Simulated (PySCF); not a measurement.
A calculated (PW91, PySCF 2.14, aug-cc-pV(Q+d)Z, the non-relativistic Hamiltonian (point nucleus)) atom or ion has these occupied shells.

| shell | electrons | orbital energy (eV) | rms radius, mean of both spins (bohr) |
| --- | --- | --- | --- |
| 1s α | 1 | -2426.3 | 0.113 |
| 1s β | 1 | -2426.0 | 0.113 |
| 2s α | 1 | -236.50 | 0.524 |
| 2s β | 1 | -236.15 | 0.524 |
| 2p α | 3 | -182.88 | 0.494 |
| 2p β | 3 | -182.42 | 0.494 |
| 3s α | 1 | -40.241 | 1.69 |
| 3s β | 1 | -37.728 | 1.69 |
| 3p α | 2 | -29.020 | 1.89 |

Q: Name the element and its charge.

A: S²⁺ (sulfur, charge +2), in [Ne] 3s2 3p2, high-spin 3P determinant.
